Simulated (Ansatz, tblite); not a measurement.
Removing and adding an electron: the cluster W3Se5. Total charge 0; singlet. Geometry: PBE-D4/def2-SVP. Ansatz, gas phase; energy differences of separate SCF runs; the oxidised species was run as a doublet alone; the reduced species was run as a doublet alone.

Cartesian coordinates in Å:
```
W 1.422 0.635 -0.225
W -0.345 -0.752 -0.829
W -1.032 0.223 1.168
Se -1.050 -2.161 1.381
Se 0.633 1.226 -2.406
Se -2.634 0.674 -0.552
Se 0.801 1.769 1.935
Se 2.205 -1.613 -0.471
```

In the def2 sets W takes a core potential; there is no spin–orbit coupling. The xTB rows come from tblite. The structure comes from a short search, and lower isomers may exist.

```json
{"level": "GFN1-xTB", "−HOMO (eV)": "10.35", "vertical IE (eV)": "12.63", "−LUMO (eV)": "8.39", "vertical EA (eV)": "6.03", "HOMO–LUMO gap (eV)": "1.96", "IE − EA (eV)": "6.60", "remarks": "–"}
{"level": "GFN2-xTB", "−HOMO (eV)": "11.29", "vertical IE (eV)": "13.05", "−LUMO (eV)": "10.51", "vertical EA (eV)": "8.57", "HOMO–LUMO gap (eV)": "0.78", "IE − EA (eV)": "4.48", "remarks": "–"}
{"level": "PBE-D4/def2-SVP", "−HOMO (eV)": "5.72", "vertical IE (eV)": "7.81", "−LUMO (eV)": "4.13", "vertical EA (eV)": "2.10", "HOMO–LUMO gap (eV)": "1.59", "IE − EA (eV)": "5.71", "remarks": "restricted SCF unstable in HF (singlet)"}
{"level": "PBE0-D4/def2-SVP", "−HOMO (eV)": "6.60", "vertical IE (eV)": "8.00", "−LUMO (eV)": "3.57", "vertical EA (eV)": "2.40", "HOMO–LUMO gap (eV)": "3.03", "IE − EA (eV)": "5.60", "remarks": "restricted SCF unstable in HF (singlet), spin-contaminated (⟨S²⟩ 0.85) (-1 doublet)"}
```

   Raw xTB energy differences between charge states are shifted by several eV; the methods need an empirical correction for them. Sets without diffuse functions give affinities that are too small.
